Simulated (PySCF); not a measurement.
## Computed properties of MgFBr, SMILES [F][Mg][Br]

MgFBr, SMILES [F][Mg][Br]. Coordinates come from a PBE0-D3(BJ)/def2-TZVP optimisation. One conformer was computed; it need not be the lowest. All values are computed for the isolated molecule unless a solvent is named; none is compared with measurement here.

**Structure.** The optimised structure has C∞v symmetry. All 4 harmonic modes at PBE0-D3(BJ)/def2-TZVP (PySCF) are real, so it is a minimum. With heavy atoms numbered as in [Mg:1]([F:2])[Br:3], the shortest bond between them is Mg1–F2 at 1.745 Å and the longest Mg1–Br3 at 2.318 Å.

**Vibrations.** The strongest infrared lines (harmonic, unscaled, degenerate partners summed) lie at 129 cm⁻¹ (154 km/mol, Mg 68 %, F 28 %), 778 cm⁻¹ (145 km/mol, Mg 55 %, F 44 %), 314 cm⁻¹ (7 km/mol, F 40 %, Br 34 %, Mg 25 %). The softest mode is at 129 cm⁻¹ and the zero-point energy is 1.9 kcal/mol.

**Electronic structure.** ωB97X/def2-TZVPD (PySCF) places the frontier levels at -10.85 and -0.02 eV, a gap of 10.83 eV, and gives a dipole moment of 0.06 D and a mean polarisability of 41.7 bohr³.

**Excitations.** TDA-ωB97X/def2-SVPD (PySCF) has S1 at 5.97 eV (208 nm, f = 0.125, bright); the most intense of the 10 singlets computed lies at 8.43 eV (f = 0.49). Strengths of degenerate partners are summed. T1 (TDA) is at 5.83 eV, 0.14 eV under S1. No vertical singlet excitation falls in the visible range (under 3.1 eV).

**NMR.** GIAO shifts at PBE0/pcSseg-2 (PySCF) (non-relativistic, atoms alike by connectivity averaged): ¹⁹F at -247.5 ppm against CFCl3. Without spin–orbit terms, shifts of atoms bonded to Cl or Br come out too high.
